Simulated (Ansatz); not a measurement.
Two isomers of C3H10OSi: A = `CCC[SiH2]O`, B = `CC(C)O[SiH3]`.

Program: Ansatz. Geometries: PBE0-D4/def2-TZVP. ΔE: electronic, gas phase. CCSD(T)/CBS adds triple-zeta CCSD(T) − MP2 to the extrapolated MP2 energy (def2 sets, frozen cores). DFT in def2-TZVPP. B3LYP here is the variant with VWN-RPA as its local correlation; programs differ in this. Each species was taken in one conformer, which may not be the lowest.

Task: Which isomer does CCSD(T)/CBS put lower? Give the gap. (An estimate is asked.)

Result: Computed: A, by 14.7 kcal/mol.

Task: Give E(B) − E(A) in kcal/mol with MP2/def2-TZVPP, PBE-D4, HF/def2-TZVPP, B3LYP, CCSD/def2-TZVPP, PBE0-D4, ωB97M-V. (An estimate is asked.)

Result: Ansatz gave: MP2/def2-TZVPP 15.4, PBE-D4 14.6, HF/def2-TZVPP 10.9, B3LYP 12.9, CCSD/def2-TZVPP 13.9, PBE0-D4 14.9, ωB97M-V 14.4. None reverses the order clearly.

Largest T1 diagnostic: 0.010.

In def2-TZVPP, CCSD(T) changes the Hartree–Fock value by +3.0 kcal/mol (the triples alone add +0.1 kcal/mol) and MP2 by +4.4 kcal/mol.
